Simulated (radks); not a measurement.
Q: Calculated with a radial shooting solver on a logarithmic mesh with Libxc functionals: scalar-relativistic Kohn-Sham, PBE, spin-polarised, spherical densities, finite nucleus; open shells are filled with parallel spins first (spin-orbit coupling, left out, can overturn this in heavy ions); Fermi nuclear charge, rms radius of each element as measured or else 0.836 A^(1/3) + 0.57 fm. Each species is in its NIST ground configuration. Rank Pt+, Ir+, W+, Lu+, Ta+, Au+, Os+, Hg+, Hf+, Re+ by radius at which the density is 0.001 e/bohr^3 (bohr), largest first.

A: Lu+ 4.63, Hf+ 4.58, Ta+ 4.33, W+ 4.26, Re+ 4.18, Os+ 4.13, Ir+ 4.07, Hg+ 3.89, Pt+ 3.85, Au+ 3.78.
